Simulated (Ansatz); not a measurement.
TcO3H. Charge 0, multiplicity 1. Geometry PBE-D4/def2-TZVP, basis def2-TZVP, Ansatz.

```json
{"run": "A", "HOMO (eV)": "-8.39", "LUMO (eV)": "-4.84"}
{"run": "B", "HOMO (eV)": "-8.88", "LUMO (eV)": "-4.99"}
{"run": "C", "HOMO (eV)": "-10.14", "LUMO (eV)": "-4.21"}
{"run": "D", "HOMO (eV)": "-8.97", "LUMO (eV)": "-4.92"}
{"run": "E", "HOMO (eV)": "-8.48", "LUMO (eV)": "-4.94"}
{"run": "F", "HOMO (eV)": "-9.73", "LUMO (eV)": "-4.60"}
```

In the def2 sets Tc takes a core potential; there is no spin–orbit coupling. HSE06 is defined as in plane-wave codes, on full-range PBE exchange.

**Question.** The runs used B97M-V, HSE06, PBE, PBE0, r2SCAN, revPBE. Estimate which is which.

**Answer.** A revPBE (0 % exact exchange); B r2SCAN (0 % exact exchange); C PBE0 (25 % exact exchange); D B97M-V (0 % exact exchange); E PBE (0 % exact exchange); F HSE06 (range-separated). Exact exchange lowers occupied and raises empty levels; among semilocal functionals meta-GGAs tend to open the gap a little, and such runs are hard to tell apart. The gap grows from 3.54 eV (PBE) to 5.93 eV (PBE0). The restricted singlet is unstable towards broken spin symmetry in Hartree–Fock (as tested in another run); at revPBE-D4/def2-TZVP, r2SCAN-D4/def2-TZVP, PBE0-D4/def2-TZVP, B97M-V/def2-TZVP and others this wasn't settled.
